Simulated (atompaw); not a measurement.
Building the PAW (atompaw) potential for boron (PBE, scalar-relativistic).

- Element: boron
- Generator: atompaw 4.2.0.5
- Type: PAW
- Functional: PBE
- Relativity: scalar-relativistic
- Frozen core: [He]
- Valence charge: 3
- Reference configuration: 2s2 2p0.5 (charge +0.5)
- Partial waves: 2s (bound): rc 3.00 bohr; 2s channel at -0.3 Ry: rc 1.45 bohr; 2p (bound): rc 3.00 bohr; 2p channel at 8.14 Ry: rc 3.00 bohr; 3d channel at 0.4 Ry: rc 2.60 bohr
- Local potential: vpsmatchnc scheme with l = 3 at 0 Ry, radius 2.25 bohr
- Core correction: smooth core density matched at 2.20 bohr
- Augmentation charge: sinc compensation charge, radius 2.55 bohr; PAW radius 3.00 bohr; waves and projectors: custom polynom2 7 10 vanderbiltortho

* Cutoffs needed: 8 Ry and 18 Ry (the cutoffs (Ry, on a coarse ladder) from which the occupation-weighted sum of valence levels, in a spherical-Bessel basis at the reference potential, stays within 10 and 1 mRy of its value at 400 Ry)
* Ghost test: no extra level below or beside the all-electron valence levels (s, p, d, f tested) (spherical-Bessel basis up to 400 Ry, 20 bohr box)
* Lowest eigenvalue of the overlap operator: 0.33 (s channel)
* Overlap eigenvalues printed by atompaw (projector basis): 0.0628, 0.266, 59.1, 1.26e+03, 1.85e+08
* Share of each valence orbital outside the PAW sphere: 2s 9 %, 2p 16 %
